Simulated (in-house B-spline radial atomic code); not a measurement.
# Excitations of neutral argon by several methods

Full response, energies in eV; labels give the largest channel, * marks a mixed state, a dash one above the method's threshold, and an imaginary frequency an unstable closed-shell reference. Computed with a B-spline radial code for spherical atoms: linear response of the closed shell [Ne] 3s2 3p6 with each method's own kernel (bare exchange for TDHF, static screening on G0W0 levels for BSE, the adiabatic kernel for functionals); non-relativistic, point nucleus, no spin-orbit coupling, no double excitations, S, P, D and F terms only. Only terms of natural parity with L up to 3 were computed.

```
           method  3p → 4s 3P  3p → 4s 1P  α (bohr³)
             TDHF      11.854      12.199      10.76
   BSE on G0W0@HF      12.270      12.521      10.14
         LDA VWN5      10.076           -         12
              PBE           ?           ?          ?
             PBE0      10.663      10.831      11.42
  B3LYP (VWN-RPA)      10.382      10.503      11.66
        CAM-B3LYP      10.632      10.786      11.55
          LC-wPBE           ?           ?          ?
            wB97X      11.082      11.235      11.45
            HSE06      10.721      10.900      11.44
        BHandHLYP      11.128      11.303      11.18
             BLYP       9.643       9.731      12.13
           PBEsol       9.906           -      11.94
             BP86       9.979      10.048      11.96
LDA exchange-only           -           -      12.76
            B97-1      10.567      10.711      11.54
             RPBE       9.762       9.892      11.95
             OLYP       9.569       9.656      11.79
```

(1) What does LC-wPBE give?

(2) What does PBE give?

Results:

(1) 3p → 4s 3P: 11.067; 3p → 4s 1P: 11.274; α: 11.25 (eV, bohr³).

(2) 3p → 4s 3P: 9.866; 3p → 4s 1P: -; α: 11.94 (eV, bohr³).
